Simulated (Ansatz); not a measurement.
Relaxation of Ga13As13H30, a nanocrystal cut from zinc blende GaAs (hydrogen-capped) with RKS PBE-D4/def2-SVP.

```sh
$ ansatz run in.yaml --threads 11 --pin off --events-out ev --progress --plain --max-ram 174080MiB --backend cuda --devices 0, --max-vram 75GiB
```

```yaml
crystal:
  periodic: [false, false, false]
  atoms:
    - {symbol: Ga, position_ang: [-2.112900, -2.105800, -0.701900]}
    - {symbol: Ga, position_ang: [-2.137700, 0.720400, -3.525200]}
    - {symbol: Ga, position_ang: [-4.951200, 0.715600, -0.701400]}
    - {symbol: Ga, position_ang: [-2.113700, 0.707300, 2.126300]}
    - {symbol: Ga, position_ang: [-2.129200, 3.529400, -0.714100]}
    - {symbol: Ga, position_ang: [0.715900, -2.117500, -3.536300]}
    - {symbol: Ga, position_ang: [0.695100, -4.947000, -0.706700]}
    - {symbol: Ga, position_ang: [0.702700, -2.098700, 2.133200]}
    - {symbol: Ga, position_ang: [3.491200, -2.146500, -0.709500]}
    - {symbol: Ga, position_ang: [0.700500, 0.710100, -0.703600]}
    - {symbol: Ga, position_ang: [0.738600, 3.515200, 2.112500]}
    - {symbol: Ga, position_ang: [3.562500, 0.716600, 2.128100]}
    - {symbol: Ga, position_ang: [0.699200, 0.682100, 4.945600]}
    - {symbol: As, position_ang: [-3.529000, -0.724000, -2.129600]}
    - {symbol: As, position_ang: [-0.706700, -3.544800, -2.120800]}
    - {symbol: As, position_ang: [-0.704200, -0.705100, -4.952000]}
    - {symbol: As, position_ang: [-0.696700, -0.692300, 0.710400]}
    - {symbol: As, position_ang: [-0.717900, 2.130300, -2.126900]}
    - {symbol: As, position_ang: [-3.517400, 2.103300, 0.719300]}
    - {symbol: As, position_ang: [-0.705900, 2.100600, 3.525900]}
    - {symbol: As, position_ang: [-0.704800, 4.948500, 0.690900]}
    - {symbol: As, position_ang: [2.102800, -0.702600, -2.126400]}
    - {symbol: As, position_ang: [2.122900, -3.519200, 0.680900]}
    - {symbol: As, position_ang: [2.123200, -0.687300, 3.526200]}
    - {symbol: As, position_ang: [4.932200, -0.694300, 0.709400]}
    - {symbol: As, position_ang: [2.132800, 2.114200, 0.683400]}
    - {symbol: H, position_ang: [-3.008900, -3.013900, 0.193900]}
    - {symbol: H, position_ang: [-3.004300, 1.571500, -4.438900]}
    - {symbol: H, position_ang: [-5.819000, -0.172100, 0.172600]}
    - {symbol: H, position_ang: [-5.832300, 1.602700, -1.589000]}
    - {symbol: H, position_ang: [-2.994100, -0.178400, 3.005800]}
    - {symbol: H, position_ang: [-3.011100, 4.436800, -1.629800]}
    - {symbol: H, position_ang: [1.593900, -3.006800, -4.442400]}
    - {symbol: H, position_ang: [-0.177300, -5.842000, 0.195200]}
    - {symbol: H, position_ang: [1.594100, -5.822200, -1.577700]}
    - {symbol: H, position_ang: [-0.176500, -3.020400, 2.984500]}
    - {symbol: H, position_ang: [4.447300, -3.008900, -1.606300]}
    - {symbol: H, position_ang: [1.598200, 4.418100, 3.020000]}
    - {symbol: H, position_ang: [4.421500, 1.596200, 2.996500]}
    - {symbol: H, position_ang: [-0.175200, -0.197800, 5.842200]}
    - {symbol: H, position_ang: [1.618800, 1.573100, 5.795300]}
    - {symbol: H, position_ang: [-4.399000, -1.545000, -3.012000]}
    - {symbol: H, position_ang: [-1.602000, -4.399400, -3.009600]}
    - {symbol: H, position_ang: [-1.590800, -1.588400, -5.814000]}
    - {symbol: H, position_ang: [0.165900, 0.176100, -5.824600]}
    - {symbol: H, position_ang: [0.159300, 2.992100, -3.011200]}
    - {symbol: H, position_ang: [-4.408100, 2.980100, 1.566800]}
    - {symbol: H, position_ang: [-1.561300, 2.996100, 4.407400]}
    - {symbol: H, position_ang: [-1.575500, 5.815600, 1.579800]}
    - {symbol: H, position_ang: [0.178300, 5.826200, -0.189300]}
    - {symbol: H, position_ang: [3.009400, 0.163100, -3.012800]}
    - {symbol: H, position_ang: [2.983400, -4.414100, 1.607600]}
    - {symbol: H, position_ang: [2.979300, -1.580800, 4.376100]}
    - {symbol: H, position_ang: [5.821900, -1.569700, 1.579700]}
    - {symbol: H, position_ang: [5.812500, 0.175400, -0.161400]}
    - {symbol: H, position_ang: [3.006900, 3.026500, -0.168800]}
basis:
  gaussian: {orbitals: def2-SVP, fitting: {mean_field: def2-universal-jkfit}}
hamiltonian: {xc: pbe, dispersion: d4}
scf: {lower_state_search: "off"}
output: {orbitals: {seedname: orbitals}}
relax: {f_tol: 0.03, max_steps: 70}
```

Run time 28 s (11 threads of AMD EPYC 7R13 on a shared host and a whole NVIDIA H100 80GB HBM3), peak host memory 2 GiB.

Positions (Å) and forces (eV/Å) at steps 1, 2, 3, 4 of 4:

```xyz
56
step=1 energy=-1471956.8602 eV
Ga   -2.113   -2.106   -0.702   -0.352   -0.568   -0.089
Ga   -2.138    0.720   -3.525   -0.318   -0.278   -0.142
Ga   -4.951    0.716   -0.701   -0.276    0.097   -0.324
Ga   -2.114    0.707    2.126   -0.200    0.174    0.176
Ga   -2.129    3.529   -0.714   -0.786    0.424   -0.158
Ga    0.716   -2.118   -3.536   -0.079   -0.733   -0.277
Ga    0.695   -4.947   -0.707    0.029   -0.641    0.054
Ga    0.703   -2.099    2.133    0.404   -0.346    0.007
Ga    3.491   -2.147   -0.710    0.902   -0.372   -0.443
Ga    0.701    0.710   -0.704    0.011    0.133   -0.224
Ga    0.739    3.515    2.112   -0.194    0.265    0.589
Ga    3.562    0.717    2.128   -0.310   -0.134    0.263
Ga    0.699    0.682    4.946    0.119    0.257    0.599
As   -3.529   -0.724   -2.130    0.964    0.857    0.774
As   -0.707   -3.545   -2.121    0.179    0.947    0.222
As   -0.704   -0.705   -4.952   -0.029    0.150    0.962
As   -0.697   -0.692    0.710    0.339    0.399   -0.458
As   -0.718    2.130   -2.127    0.168   -0.571    0.516
As   -3.517    2.103    0.719    0.750   -0.259   -0.543
As   -0.706    2.101    3.526    0.461   -0.124   -0.729
As   -0.705    4.949    0.691    0.318   -0.893   -0.060
As    2.103   -0.703   -2.126   -0.168    0.223    0.346
As    2.123   -3.519    0.681   -0.532    0.317    0.512
As    2.123   -0.687    3.526   -0.431    0.338   -1.010
As    4.932   -0.694    0.709   -0.779   -0.244   -0.253
As    2.133    2.114    0.683   -0.240   -0.375    0.024
H    -3.009   -3.014    0.194   -0.159   -0.147    0.282
H    -3.004    1.571   -4.439   -0.482    0.625   -0.591
H    -5.819   -0.172    0.173   -0.313   -0.763    0.762
H    -5.832    1.603   -1.589   -0.211    0.633   -0.622
H    -2.994   -0.178    3.006   -0.437   -0.553    0.424
H    -3.011    4.437   -1.630   -0.141    0.214   -0.217
H     1.594   -3.007   -4.442    0.419   -0.259   -0.368
H    -0.177   -5.842    0.195   -0.541   -0.081    0.552
H     1.594   -5.822   -1.578    0.680   -0.300   -0.687
H    -0.176   -3.020    2.985   -0.482   -0.376    0.398
H     4.447   -3.009   -1.606    0.160   -0.044   -0.201
H     1.598    4.418    3.020    0.422    0.391    0.262
H     4.421    1.596    2.997    0.722    0.774    0.619
H    -0.175   -0.198    5.842   -0.622   -0.630    0.189
H     1.619    1.573    5.795    0.564    0.607    0.230
H    -4.399   -1.545   -3.012   -0.338   -0.362   -0.433
H    -1.602   -4.399   -3.010    0.082    0.034   -0.024
H    -1.591   -1.588   -5.814    0.190    0.183   -0.304
H     0.166    0.176   -5.825   -0.115   -0.136   -0.442
H     0.159    2.992   -3.011    0.055    0.140   -0.120
H    -4.408    2.980    1.567   -0.077    0.187    0.089
H    -1.561    2.996    4.407    0.021    0.065   -0.017
H    -1.575    5.816    1.580    0.148    0.328   -0.150
H     0.178    5.826   -0.189   -0.229    0.329    0.214
H     3.009    0.163   -3.013   -0.078   -0.138    0.093
H     2.983   -4.414    1.608   -0.140    0.294   -0.377
H     2.979   -1.581    4.376    0.272   -0.166    0.203
H     5.822   -1.570    1.580    0.240    0.187   -0.177
H     5.812    0.175   -0.161    0.408   -0.085    0.080
H     3.007    3.026   -0.169    0.030    0.006   -0.003
56
step=2 energy=-1471958.9022 eV
Ga   -2.179   -2.177   -0.632    0.179    0.170    0.019
Ga   -2.254    0.807   -3.609    0.082   -0.159    0.221
Ga   -5.096    0.730   -0.723   -0.205   -0.002   -0.046
Ga   -2.177    0.636    2.179    0.226    0.026   -0.242
Ga   -2.251    3.612   -0.807   -0.024   -0.131    0.045
Ga    0.803   -2.248   -3.617   -0.105   -0.029    0.178
Ga    0.717   -5.100   -0.727   -0.054   -0.271    0.101
Ga    0.633   -2.167    2.171    0.013    0.200   -0.248
Ga    3.596   -2.256   -0.805   -0.064    0.010    0.019
Ga    0.709    0.718   -0.718   -0.100   -0.119    0.108
Ga    0.818    3.599    2.241   -0.127   -0.158    0.004
Ga    3.623    0.806    2.242   -0.346   -0.171   -0.077
Ga    0.729    0.715    5.092   -0.013   -0.016    0.254
As   -3.465   -0.628   -2.041   -0.018    0.126    0.002
As   -0.631   -3.467   -2.041    0.010   -0.065   -0.131
As   -0.688   -0.684   -4.849   -0.003    0.009   -0.071
As   -0.689   -0.679    0.683   -0.137   -0.158    0.135
As   -0.772    2.089   -2.090   -0.054    0.119   -0.125
As   -3.462    2.038    0.627   -0.066    0.099   -0.050
As   -0.622    2.033    3.461    0.051    0.128    0.085
As   -0.677    4.844    0.678    0.032    0.085   -0.015
As    2.076   -0.770   -2.091    0.198   -0.016   -0.120
As    2.031   -3.465    0.626    0.157   -0.162    0.033
As    2.042   -0.627    3.454    0.072    0.083    0.029
As    4.842   -0.686    0.685    0.040   -0.043   -0.042
As    2.097    2.086    0.754    0.136    0.117    0.054
H    -3.068   -3.070    0.299   -0.077   -0.074    0.050
H    -3.098    1.706   -4.551   -0.145    0.195   -0.227
H    -5.851   -0.246    0.247   -0.021   -0.127    0.130
H    -5.878    1.697   -1.683   -0.001    0.123   -0.128
H    -3.062   -0.289    3.064   -0.160   -0.132    0.153
H    -3.102    4.540   -1.737   -0.047    0.132   -0.069
H     1.722   -3.097   -4.550    0.115   -0.082   -0.162
H    -0.247   -5.861    0.266   -0.060    0.051    0.030
H     1.688   -5.884   -1.677    0.139   -0.021   -0.157
H    -0.278   -3.079    3.047   -0.132   -0.127    0.157
H     4.557   -3.080   -1.727    0.100   -0.045   -0.066
H     1.723    4.531    3.104    0.127    0.173    0.074
H     4.530    1.729    3.089    0.285    0.229    0.189
H    -0.238   -0.262    5.862   -0.081   -0.071   -0.028
H     1.704    1.677    5.859    0.122    0.138    0.020
H    -4.328   -1.478   -2.961   -0.060   -0.090   -0.087
H    -1.512   -4.324   -2.954    0.033    0.035    0.006
H    -1.518   -1.516   -5.828    0.061    0.066    0.008
H     0.119    0.123   -5.872   -0.071   -0.075    0.031
H     0.102    2.969   -2.982    0.022    0.020   -0.008
H    -4.337    2.946    1.489    0.013    0.040    0.016
H    -1.480    2.951    4.334    0.007    0.011   -0.036
H    -1.501    5.828    1.510    0.055   -0.007   -0.056
H     0.126    5.867   -0.137   -0.082   -0.058    0.092
H     2.981    0.096   -2.975   -0.041   -0.014    0.029
H     2.942   -4.337    1.504   -0.055    0.096   -0.084
H     2.940   -1.508    4.316    0.072   -0.027    0.017
H     5.831   -1.507    1.513    0.002    0.046   -0.053
H     5.854    0.129   -0.123    0.012   -0.049    0.037
H     2.977    2.989   -0.115   -0.011   -0.029   -0.003
56
step=3 energy=-1471958.9793 eV
Ga   -2.143   -2.144   -0.655    0.029    0.017   -0.056
Ga   -2.268    0.832   -3.595    0.023    0.043   -0.051
Ga   -5.248    0.743   -0.745   -0.009   -0.031    0.052
Ga   -2.150    0.669    2.147    0.024    0.045   -0.024
Ga   -2.274    3.598   -0.838    0.024    0.040   -0.032
Ga    0.835   -2.279   -3.592    0.030    0.021   -0.040
Ga    0.740   -5.265   -0.744   -0.035   -0.035    0.042
Ga    0.656   -2.150    2.131    0.053    0.018   -0.021
Ga    3.592   -2.270   -0.843    0.039    0.029   -0.039
Ga    0.714    0.718   -0.720    0.021    0.017   -0.007
Ga    0.832    3.598    2.266    0.043    0.040   -0.032
Ga    3.594    0.827    2.270    0.045    0.053   -0.026
Ga    0.752    0.742    5.234   -0.043   -0.046    0.000
As   -3.513   -0.571   -2.022    0.103   -0.178   -0.102
As   -0.557   -3.519   -2.006   -0.247    0.106   -0.170
As   -0.737   -0.745   -4.796   -0.092   -0.086    0.071
As   -0.687   -0.675    0.684   -0.011   -0.005    0.023
As   -0.759    2.111   -2.108    0.027    0.063   -0.058
As   -3.517    2.029    0.569    0.087    0.097    0.154
As   -0.576    2.035    3.514   -0.124    0.052   -0.085
As   -0.744    4.804    0.738   -0.076   -0.076    0.086
As    2.105   -0.755   -2.112    0.057    0.032   -0.065
As    2.009   -3.518    0.545    0.161    0.098    0.238
As    2.030   -0.590    3.505    0.066   -0.122   -0.078
As    4.797   -0.738    0.730   -0.079   -0.091    0.085
As    2.105    2.102    0.760    0.064    0.055   -0.028
H    -3.058   -3.056    0.251   -0.012   -0.014   -0.007
H    -3.037    1.776   -4.598   -0.017   -0.040   -0.008
H    -5.938   -0.259    0.262   -0.021    0.045   -0.048
H    -5.949    1.741   -1.748   -0.007   -0.023    0.020
H    -3.063   -0.238    3.060   -0.005    0.011    0.006
H    -3.041    4.596   -1.788   -0.019    0.012    0.037
H     1.779   -3.047   -4.594   -0.034   -0.018   -0.008
H    -0.267   -5.948    0.263    0.046   -0.022   -0.041
H     1.740   -5.974   -1.739   -0.026   -0.004    0.015
H    -0.250   -3.062    3.045    0.005   -0.016    0.010
H     4.596   -3.031   -1.792    0.014   -0.027    0.031
H     1.790    4.594    3.025   -0.039    0.020    0.027
H     4.588    1.777    3.043    0.006   -0.047    0.009
H    -0.255   -0.258    5.928    0.044    0.045    0.026
H     1.758    1.740    5.933   -0.025   -0.028    0.000
H    -4.241   -1.490   -3.005   -0.076    0.023    0.032
H    -1.478   -4.246   -2.990    0.011   -0.065    0.027
H    -1.613   -1.607   -5.705    0.020    0.010    0.016
H     0.008   -0.014   -5.905    0.046    0.053   -0.053
H     0.081    3.023   -3.006    0.027   -0.054    0.035
H    -4.240    3.022    1.482   -0.088   -0.038   -0.012
H    -1.490    3.026    4.239    0.022   -0.041    0.091
H    -1.613    5.705    1.614    0.019   -0.015   -0.023
H    -0.004    5.916    0.007    0.042    0.064   -0.054
H     3.004    0.088   -3.019   -0.040    0.029    0.043
H     2.994   -4.245    1.465   -0.024   -0.066   -0.006
H     3.025   -1.506    4.223   -0.051    0.019    0.093
H     5.706   -1.611    1.593   -0.006    0.013   -0.007
H     5.905   -0.002   -0.011    0.058    0.049   -0.055
H     3.021    3.001   -0.074   -0.050   -0.034   -0.036
56
step=4 energy=-1471959.0428 eV
Ga   -2.160   -2.157   -0.671   -0.012   -0.009   -0.001
Ga   -2.273    0.827   -3.616   -0.014   -0.016   -0.016
Ga   -5.213    0.751   -0.750    0.022   -0.013    0.006
Ga   -2.155    0.674    2.157   -0.013   -0.005    0.013
Ga   -2.273    3.613   -0.831   -0.013    0.017    0.012
Ga    0.826   -2.278   -3.614   -0.016   -0.010   -0.017
Ga    0.746   -5.218   -0.751   -0.012    0.026    0.009
Ga    0.670   -2.160    2.152   -0.001   -0.013    0.014
Ga    3.612   -2.275   -0.835    0.018   -0.011    0.015
Ga    0.699    0.699   -0.703   -0.011   -0.010    0.010
Ga    0.833    3.612    2.267   -0.015    0.017    0.016
Ga    3.614    0.825    2.270    0.015   -0.015    0.012
Ga    0.754    0.748    5.210   -0.007   -0.010   -0.021
As   -3.511   -0.595   -2.050   -0.003    0.017    0.019
As   -0.599   -3.513   -2.048    0.015   -0.004    0.018
As   -0.732   -0.734   -4.818    0.008    0.013   -0.015
As   -0.702   -0.700    0.699    0.009    0.005   -0.010
As   -0.771    2.101   -2.105   -0.009    0.011   -0.012
As   -3.510    2.049    0.594   -0.002   -0.015   -0.012
As   -0.591    2.049    3.508    0.015   -0.017    0.000
As   -0.730    4.815    0.728    0.011    0.018   -0.010
As    2.099   -0.772   -2.105    0.012   -0.011   -0.011
As    2.047   -3.513    0.589   -0.017    0.001   -0.016
As    2.049   -0.600    3.506   -0.018    0.016    0.002
As    4.817   -0.732    0.724    0.015    0.010   -0.007
As    2.104    2.098    0.765    0.009    0.013    0.010
H    -3.079   -3.072    0.229    0.003    0.001   -0.015
H    -3.068    1.744   -4.623    0.005    0.000    0.000
H    -5.950   -0.236    0.237    0.001    0.012   -0.011
H    -5.912    1.753   -1.753    0.009   -0.005    0.007
H    -3.073   -0.225    3.074    0.002    0.015    0.000
H    -3.067    4.618   -1.750    0.004    0.001    0.001
H     1.744   -3.072   -4.619    0.001    0.002    0.000
H    -0.241   -5.950    0.240    0.011    0.001   -0.011
H     1.744   -5.923   -1.754   -0.006    0.012    0.006
H    -0.230   -3.078    3.068    0.016    0.002   -0.002
H     4.618   -3.066   -1.755    0.000    0.001    0.001
H     1.753    4.618    3.059    0.000    0.001   -0.003
H     4.617    1.743    3.066    0.002    0.000   -0.005
H    -0.233   -0.236    5.949    0.011    0.013   -0.002
H     1.761    1.749    5.905   -0.008   -0.006   -0.008
H    -4.315   -1.486   -2.997   -0.006   -0.004   -0.004
H    -1.493   -4.311   -2.997   -0.003   -0.008   -0.004
H    -1.586   -1.586   -5.755    0.002    0.001    0.014
H     0.028    0.023   -5.908    0.000   -0.001    0.014
H     0.105    2.988   -2.990    0.014   -0.009    0.008
H    -4.309    2.999    1.488   -0.008    0.003    0.002
H    -1.482    3.000    4.308   -0.002    0.002    0.009
H    -1.584    5.748    1.584    0.002   -0.015   -0.001
H     0.026    5.909   -0.028    0.000   -0.015   -0.001
H     2.982    0.105   -2.993   -0.006    0.012    0.007
H     2.994   -4.313    1.483    0.008   -0.009    0.005
H     2.998   -1.492    4.306    0.002   -0.004    0.008
H     5.759   -1.583    1.573   -0.016    0.002   -0.002
H     5.902    0.031   -0.036   -0.014   -0.001   -0.002
H     2.991    2.983   -0.110   -0.009   -0.008   -0.015
```

Single mean-field runs in def2-SVP are fitted with def2-universal-jkfit.
